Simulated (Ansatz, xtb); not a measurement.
Two isomers of C6H6O2

Structure X is `C#C[C@@H]1CO[C@H]1C=O`, a singlet and structure Y is `C#CC1(C=O)COC1`, a singlet. Both are isolated molecules in the gas phase, relaxed with PBE-D3(BJ)/def2-SVP; the shapes shown needn't be the lowest conformers.

X (Å):

```xyz
14

C    -0.9956    2.4595   -0.1319
C    -0.5995    1.4080   -0.6147
C    -0.1502    0.1617   -1.1965
C    -0.6430   -0.2606   -2.6083
C    -0.8520   -1.1778   -0.7656
C     0.0325   -2.1254    0.0220
O    -1.0246   -1.5672   -2.1359
O     0.0595   -2.1788    1.2328
H    -1.3420    3.3882    0.2997
H     0.9545    0.0722   -1.1128
H    -1.5139    0.3342   -2.9644
H     0.1288   -0.3040   -3.4061
H    -1.8093   -1.0061   -0.2220
H     0.7015   -2.7578   -0.6420
```

Y (Å):

```
atom    x (Å)    y (Å)    z (Å)
   C   2.6518   1.4221  -1.1480
   C   1.5861   0.8384  -1.0037
   C   0.2996   0.1906  -0.8387
   C  -0.8369   1.2160  -0.9842
   C   0.0858  -0.6938   0.4450
   C   0.0149  -1.1498  -1.5675
   O  -1.8528   1.0190  -1.6115
   O  -0.3413  -1.8093  -0.3364
   H   3.6014   1.9228  -1.2764
   H  -0.6502   2.1795  -0.4242
   H  -0.6912  -0.3344   1.1580
   H   1.0375  -0.8730   0.9959
   H  -0.8340  -1.0939  -2.2814
   H   0.9110  -1.5949  -2.0527
```

Question: Estimate E(Y) − E(X) at the level CCSD(T)/def2-SVP + ΔMP2/def2-TZVPP.

Answer: CCSD(T)/def2-SVP + ΔMP2/def2-TZVPP gives E(Y) − E(X) = +0.45 kcal/mol, slightly favouring structure X, which is too small a margin to settle the true order.

The same difference at several levels:

```
                             level             geometry  E(Y) − E(X) (kcal/mol)  departure from the last row (kcal/mol)  job, with rough time for the two
                          GFN2-xTB             GFN2-xTB                     +0.73                                   +0.28               optimisation, 6.7 s
                         HF/STO-3G             GFN2-xTB                     +0.92                                   +0.47               single point, 4.9 s
                r2SCAN-D4/def2-SVP             GFN2-xTB                     +0.67                                   +0.21                single point, 20 s
               PBE-D3(BJ)/def2-SVP  PBE-D3(BJ)/def2-SVP                     +0.43                                   −0.02             optimisation, 4.7 min
                       HF/def2-SVP  PBE-D3(BJ)/def2-SVP                     +1.71                                   +1.25           part of the CCSD(T) run
                      MP2/def2-SVP  PBE-D3(BJ)/def2-SVP                     −0.47                                   −0.93           part of the CCSD(T) run
                  CCSD(T)/def2-SVP  PBE-D3(BJ)/def2-SVP                     +0.04                                   −0.41                      single point
CCSD(T)/def2-SVP + ΔMP2/def2-TZVPP  PBE-D3(BJ)/def2-SVP                     +0.45                                                     single point, 5.9 min
```

As drawn, both hold the same kinds of bond in the same numbers.

The largest departure from CCSD(T)/def2-SVP + ΔMP2/def2-TZVPP is that of HF/def2-SVP, 1.25 kcal/mol. The last row adds to CCSD(T) the change of the MP2 difference between the two basis sets, here +0.41 kcal/mol.

With thermal terms from frequencies at re-optimised GFN2-xTB minima (ideal gas, soft modes damped towards free rotors, one conformer each, 298.15 K, 1 atm): the zero-point term adds 0.00 kcal/mol; ΔH is +0.47 and ΔG +0.60 kcal/mol.

The correlated steps freeze 8 core orbitals. Mirror images aren't counted in ΔG. Run with Ansatz 0.2.0, xtb 6.7.1; the last row on 2 threads of Intel(R) Xeon(R) Processor @ 2.50GHz (Skylake/Cascade Lake) on a shared host.
